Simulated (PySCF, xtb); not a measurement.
Ta(S)(F)2(OH) (F2HOSTa), SMILES [OH][Ta]([F])([F])=[S], multiplicity 1.

GFN2-xTB run with xtb 6.7.1 at its own geometry gives an orbital gap of 2.25 eV and a dipole moment of 6.70 D.

The structure is a stationary point at PBE0-D3(BJ)/def2-SVP. The multiplicity is an assumed one; other spin states were not compared. The def2 effective core potentials stand for the cores of Ta; spin–orbit coupling is left out. Other conformers were not sampled.

Task: What does PySCF with PBE/def2-TZVP give? (Estimate from the structure and the level; the computed values follow.)

Result: gap 4.17 eV (levels -6.77 and -2.61 eV), dipole 2.74 D.
